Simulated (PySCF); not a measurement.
These 3 structures share the formula C7H9NOSi. Theory: PySCF, PBE0-D3(BJ)/def2-SVP geometry optimisation, gas phase. Energies are electronic, without zero-point or thermal terms, for one conformer each. No frequencies were run at this level. Point groups hold within 0.08 Å.

Question: Order them by energy at this level, lowest first, and give relative energies in kcal/mol.
A. `[CH2:1]=[C:2]([O:3][SiH3:4])[c:5]1[cH:6][cH:7][cH:8][cH:9][n:10]1` with C1–C2–O3–Si4 1°, C1–C2–C5–C6 -179°
B. `[CH2:1]=[N:2][c:3]1[cH:4][cH:5][c:6]([O:7][SiH3:8])[cH:9][cH:10]1` with C1–N2–C3–C4 36°, C5–C6–O7–Si8 179°
C. Si(vinyl)3(NCO) (`C=C[Si](C=C)(C=C)N=C=O`)

Answer: A (0.0), B (4.3), C (14.1).

| SMILES | E (Eh) | E rel (kcal/mol) | dipole (D) | point group | A, B, C (MHz) |
| --- | --- | --- | --- | --- | --- |
| C=C(O[SiH3])c1ccccn1 | -690.67953 | 0.0 | 1.46 | Cs | 3151, 626.3, 525.7 |
| C=Nc1ccc(O[SiH3])cc1 | -690.67263 | 4.3 | 1.03 | C1 | 4382, 523.6, 474.3 |
| C=C[Si](C=C)(C=C)N=C=O | -690.65707 | 14.1 | 2.48 | – | 1052, 844.0, 833.8 |

Q: How do the relative energies change in single points at PBE0/pcSseg-1 (no added dispersion term) on the same geometries?

A: 
```json
{"SMILES": "C=C(O[SiH3])c1ccccn1", "PBE0-D3(BJ)/def2-SVP (kcal/mol)": "0.0", "PBE0/pcSseg-1 (kcal/mol)": "0.0", "shift": "0.0"}
{"SMILES": "C=Nc1ccc(O[SiH3])cc1", "PBE0-D3(BJ)/def2-SVP (kcal/mol)": "4.3", "PBE0/pcSseg-1 (kcal/mol)": "4.5", "shift": "+0.2"}
{"SMILES": "C=C[Si](C=C)(C=C)N=C=O", "PBE0-D3(BJ)/def2-SVP (kcal/mol)": "14.1", "PBE0/pcSseg-1 (kcal/mol)": "7.4", "shift": "-6.7"}
```

Each column counts from its own lowest isomer. The order is unchanged; the largest shift is 6.7 kcal/mol.
